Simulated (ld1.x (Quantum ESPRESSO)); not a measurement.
Reading a pseudo-wave (Fe)

Columns: radius, all-electron u(r) and pseudo u(r) of the 3s shell (level -94.02 eV) of iron in the configuration [Ne] 3s2 3p6 3d6 4s2 4p0; PBE, scalar-relativistic, TM scheme, ld1.x (Quantum ESPRESSO) 7.5.

```tsv
r (bohr)	all-electron	pseudo
0.078	-0.0201	0.1047
0.155	-0.6174	0.2162
0.232	-0.5500	0.3439
0.310	-0.1134	0.4969
0.388	0.3833	0.6754
0.465	0.7843	0.8660
0.542	1.0535	1.0446
0.620	1.1984	1.1765
0.698	1.2414	1.2320
0.775	1.2135	1.2121
0.852	1.1412	1.1412
0.930	1.0427	1.0427
1.008	0.9330	0.9330
1.085	0.8233	0.8233
1.162	0.7179	0.7179
1.240	0.6189	0.6189
1.318	0.5295	0.5295
1.395	0.4512	0.4512
1.472	0.3825	0.3825
1.550	0.3222	0.3222
1.628	0.2704	0.2704
1.705	0.2268	0.2268
1.782	0.1898	0.1898
1.860	0.1581	0.1581
1.938	0.1314	0.1314
2.015	0.1094	0.1094
```

How many radial nodes do the two functions have?

The all-electron 3s function has n − l − 1 = 2 (the table is too coarse to show those close to the nucleus); the pseudo-wave has 0, since the states of the same l below it are removed with the core.

At about which radius was the pseudo-wave matched?

0.90 bohr, where the columns begin to agree (steps of 0.08 bohr).

Where does each function peak?

Outermost all-electron maximum near 0.70 bohr, pseudo maximum near 0.70 bohr (to the table’s step).

Is the pseudo-wave norm-conserving?

Yes: the TM scheme keeps the norm inside the radius equal to the all-electron one, which fixes the energy derivative of the logarithmic derivative at the level.
